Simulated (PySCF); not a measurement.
Q: What does the PBE0-D3(BJ)/def2-SVP structure of InChI=1S/H7NSi2Te/c1-2-3-4/h4H,1-3H2 look like in three dimensions?

A: 
```
atom  x, y, z in Å
N1    -1.211    1.155   -0.258
Si2   -0.937   -0.562   -0.166
Si3    1.243   -0.876    0.648
Te4    2.649    0.763   -0.632
H5    -1.943    1.501   -0.871
H6    -1.172    1.710    0.591
H7    -1.914   -1.337    0.673
H8    -1.014   -1.092   -1.560
H9     1.347   -0.657    2.126
H10    1.735   -2.261    0.369
H11    1.256    1.630   -0.936
```

Any rigid rotation of these coordinates is as good. Atoms count from 1 in this order. Si3 (SiH2 silicon) is distorted tetrahedral (angles from 104.8° to 112.8°). Si2 (SiH2 silicon) is distorted tetrahedral (angles from 107.0° to 115.8°). N1 (silicon-bound nitrogen) has angles 119.2°, 118.8° and 110.3°, sum 348.3°, 0.24 Å off the plane of its three neighbours. Of the pairs four or more bonds apart, N1···H11 is among the closest relative to their van der Waals radii: 2.60 Å, 95 % of the sum of Bondi's values.

Bonds between heavy atoms (Å): N1–Si2 1.741, Si2–Si3 2.348, Si3–Te4 2.511.

Theory: PBE0-D3(BJ)/def2-SVP geometry optimisation, gas phase, def2 core potentials past Kr (PySCF 2.14.0).

Point group: C1 (no symmetry element, even within 0.4 Å). No frequency check. The numbers are those of one conformer (H–N1–Si2–Si3 159° and -62°, N1–Si2–Si3–Te4 -44°, Si2–Si3–Te4–H 22°).

Hardware: an Arm Neoverse V1 with one thread (shared host). Cost: 55 s of wall time, 0.47 GiB resident at most. That covers the optimisation of the geometry.
